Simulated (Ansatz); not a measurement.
`CN(C)[Si](Cl)(N(C)C)N(C)C` → 6 C• + Cl• + 18 H• + 3 N• + Si•  (atomization)

Isolated molecules relaxed with PBE0-D4/def2-TZVP in Ansatz; ΔE leaves out vibrations. CCSD(T)/CBS adds triple-zeta CCSD(T) − MP2 to the extrapolated MP2 energy (def2 sets, frozen cores). This one scheme is used for every species, atoms too. Functionals use def2-TZVPP. B3LYP here is the variant with VWN-RPA as its local correlation; programs differ in this. Open shells (•) are unrestricted, without spin–orbit coupling. Spin–orbit coupling would lower the free atoms: a little for C, Cl, Si. Each species was taken in one conformer, which may not be the lowest.

```json
{"level": "revPBE-D4", "ΔE (kJ/mol)": "11100.7", "difference from CCSD(T)/CBS": "-14.6"}
{"level": "r2SCANh-D4", "ΔE (kJ/mol)": "11063.9", "difference from CCSD(T)/CBS": "-51.4"}
{"level": "CAM-B3LYP-D4", "ΔE (kJ/mol)": "11199.5", "difference from CCSD(T)/CBS": "84.2"}
{"level": "PBE0", "ΔE (kJ/mol)": "11102.2", "difference from CCSD(T)/CBS": "-13.1"}
{"level": "B3LYP", "ΔE (kJ/mol)": "11010.8", "difference from CCSD(T)/CBS": "-104.5"}
{"level": "r2SCANh", "ΔE (kJ/mol)": "11035.8", "difference from CCSD(T)/CBS": "-79.5"}
{"level": "HF/def2-SVP", "ΔE (kJ/mol)": "8152.7", "difference from CCSD(T)/CBS": "-2962.6"}
{"level": "CCSD(T)/def2-SVP", "ΔE (kJ/mol)": "10538.1", "difference from CCSD(T)/CBS": "-577.2"}
{"level": "SCS-MP2/def2-TZVPP", "ΔE (kJ/mol)": "10950.9", "difference from CCSD(T)/CBS": "-164.4"}
{"level": "SCS-MP2/def2-QZVPP", "ΔE (kJ/mol)": "11142.6", "difference from CCSD(T)/CBS": "27.3"}
{"level": "CCSD(T)/CBS", "ΔE (kJ/mol)": "11115.3", "difference from CCSD(T)/CBS": "0"}
```

Largest T1 diagnostic among the species: 0.012.

From BLYP to BHLYP (50 % exact exchange), in def2-TZVPP and without D4, ΔE moves by −160.1 kJ/mol: exact exchange takes away binding that semilocal exchange gives to molecules. The D4 term adds +143.1 kJ/mol with B3LYP and +79.1 kJ/mol with PBE0; it sums over pairs of atoms, weighted by their polarisabilities, and B3LYP, whose exchange is more repulsive, gets the larger term.

For atomizations the MP2-based limit and the directly extrapolated one differ by several kJ/mol either way, and by 10 to 25 for some Ge, Se and Sn compounds, so smaller differences from it don't rank the levels.
